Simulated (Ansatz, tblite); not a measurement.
Isomers of Al$_{4}$P$_{3}$ (doublet), found by a short tight-binding search and relaxed with B3LYP-D4/def2-SVP in Ansatz.

The xTB rows come from tblite. Correlated methods freeze 35 core orbitals.

Run but left out: MP2/def2-SVP (A: ⟨S²⟩ 0.93, where a pure state has 0.75).

A: At CCSD(T)/def2-SVP the charge 0 doublet is spin-contaminated (final ⟨S²⟩ up to 0.93, 0.75 for a pure state). B: At CCSD(T)/def2-SVP the charge 0 doublet is spin-contaminated (final ⟨S²⟩ up to 0.83, 0.75 for a pure state). C: At CCSD(T)/def2-SVP the charge 0 doublet is spin-contaminated (final ⟨S²⟩ up to 0.85, 0.75 for a pure state).

Other spin states weren't relaxed.

A:

```tsv
atom	x (Å)	y (Å)	z (Å)
Al1	-0.7017	0.7634	-0.6653
Al2	-1.2704	0.7423	1.9504
Al3	2.0552	-1.3909	-2.1269
Al4	0.7127	-0.9658	1.5234
P5	-0.0744	-1.4749	-0.7353
P6	-2.2908	1.9720	0.3964
P7	1.5694	0.3540	-0.3427
```

B:

```csv
atom,x (Å),y (Å),z (Å)
Al1,-2.2093,-1.0677,-0.2415
Al2,-0.0202,-0.3922,1.4124
Al3,1.6646,0.9699,-0.4510
Al4,-0.5849,0.1524,-1.7065
P5,-1.9230,-1.4701,1.9131
P6,1.0793,1.2724,-2.6010
P7,1.9935,0.5354,1.6744
```

C:

```xyz
7

Al    1.6644    0.5371   -1.0198
Al   -1.9057   -2.0693    1.8200
Al   -0.2895    1.6645    0.6264
Al   -0.4983   -1.2807   -0.4477
P     1.5546    2.5863   -0.1428
P    -1.9038    0.1320    0.7773
P     1.3783   -1.5700   -1.6134
```

Estimate which lies lowest at each level, and how far above it the others are (eV).


```tsv
level	A	B	C
GFN1-xTB	0.00	1.09	0.81
GFN2-xTB	1.18	0.00	0.38
HF/def2-SVP	0.75	0.37	0.00
PBE-D4/def2-TZVP	0.47	0.16	0.00
r2SCAN-D4/def2-TZVP	0.68	0.07	0.00
PBE0-D4/def2-TZVP	0.53	0.17	0.00
BHLYP-D4/def2-TZVP	0.69	0.29	0.00
CCSD/def2-SVP	0.68	0.24	0.00
CCSD(T)/def2-SVP	0.66	0.17	0.00
```
Point groups (tolerance 0.1 Å): A Cs, B Cs, C not assigned. Lower isomers may exist.
